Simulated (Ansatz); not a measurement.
Calculated with Ansatz (gas phase, PBE0-D4/def2-TZVP geometries, no zero-point term in ΔE). CCSD(T)/CBS adds triple-zeta CCSD(T) − MP2 to the extrapolated MP2 energy (def2 sets, frozen cores). This one scheme is used for every species, atoms too. DFT in def2-TZVPP. B3LYP here is the variant with VWN-RPA as its local correlation; programs differ in this. No spin–orbit coupling; open shells (•) take unrestricted orbitals. Spin–orbit coupling would lower the free atoms: a little for B, C, Si. One conformer a species, not always the lowest.

`CB[SiH]1C[SiH2]1` → B• + 2 C• + 9 H• + 2 Si•  (atomization)

Question: What is ΔE at CCSD(T)/CBS? (Estimate.)

Answer: Computed: +4881.2 kJ/mol.

Question: What do these levels give: ωB97X-V, PBE, B3LYP, HF/def2-TZVPP, MP2/def2-TZVPP, CCSD/CBS(def2)? (An estimate is asked.)

Answer: Ansatz gave: ωB97X-V 4907.4, PBE 4924.6, B3LYP 4835.8, HF/def2-TZVPP 3674.2, MP2/def2-TZVPP 4801.6, CCSD/CBS(def2) 4813.9 kJ/mol.

Largest T1 diagnostic among the species: 0.014.

From PBE to PBE0 (25 % exact exchange), in def2-TZVPP and without D4, ΔE moves by −36.6 kJ/mol: exact exchange takes away binding that semilocal exchange gives to molecules. In def2-TZVPP, CCSD(T) changes the Hartree–Fock value by +1095.9 kJ/mol (the triples alone add +67.3 kJ/mol) and MP2 by +1127.5 kJ/mol; breaking electron pairs costs correlation energy, which Hartree–Fock lacks. The D4 term adds +54.7 kJ/mol with B3LYP and +28.7 kJ/mol with PBE0; it sums over pairs of atoms, weighted by their polarisabilities, and B3LYP, whose exchange is more repulsive, gets the larger term.

For atomizations the MP2-based limit and the directly extrapolated one differ by several kJ/mol either way, and by 10 to 25 for some Ge, Se and Sn compounds, so smaller differences from it don't rank the levels.
